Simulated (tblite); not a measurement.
Run record: tight-binding relaxation, `CC[C@@H]1C[AsH]BN1`.

Computed with GFN2-xTB geometry optimisation, gas phase (tblite 0.8.0). Start geometry: from a force field or distance geometry. The input is one job of a driver script: a line of settings, then coordinates in Å.

Command:
```bash
OMP_NUM_THREADS=1 python probes_run.py task.json out
```

Input:
```
{"job": {"kind": "relax", "xc": "GFN2-xTB", "basis": "xTB"}, "charge": 0, "multiplicity": 1}
C     -2.265200    -0.243500     0.393500
C     -1.243200     0.566000    -0.339400
C      0.203700     0.182800     0.075600
C      1.122000     1.069800    -0.733600
As     2.771000    -0.028100    -0.648700
B      1.744300    -1.626900     0.176400
N      0.344700    -1.178800    -0.285200
H     -2.123800    -0.238000     1.495600
H     -2.368700    -1.287400    -0.024100
H     -3.294000     0.213700     0.224500
H     -1.387900     0.464100    -1.424000
H     -1.411300     1.627400    -0.056100
H      0.265300     0.388500     1.179800
H      1.334100     2.007800    -0.155400
H      0.787500     1.262000    -1.747200
H      3.832200     0.549100     0.320200
H      2.013700    -1.935800     1.311200
H     -0.333100    -1.786300     0.225100
```

Output:
```
step      E/eV     max force
  0    -561.38167    4.436
  1    -562.10569    2.459
  2    -562.53006    2.034
  3    -562.74303    1.450
  4    -562.87454    0.710
  5    -562.91394    0.658
  6    -562.97900    0.685
  7    -563.03731    0.696
  8    -563.11021    0.816
  9    -563.19616    0.926
... (84 lines left out)
 94    -563.84239    0.020
 95    -563.84244    0.021
 96    -563.84248    0.017
 97    -563.84253    0.015
 98    -563.84258    0.017
 99    -563.84262    0.013
100    -563.84265    0.012
101    -563.84267    0.012
102    -563.84268    0.011
103    -563.84270    0.008
```

«max force» is the largest atomic force in eV/Å.

Question: From which step on does the largest force stay under 0.1 eV/Å, and how much energy is left to gain from there?

Answer: From step 63 (0.089 eV/Å), 10.4 meV above the end.

Main results: energy lowered by 56.8 kcal/mol over 103 steps; largest atomic force 0.008 eV/Å at the end.

Hardware: an Arm Neoverse V2 with one thread, shared host with 32 logical CPUs at a one-minute load of 11. Cost: 0.55 s wall.
Labels such as C1 count atoms from 1, the log's own numbers from 0.
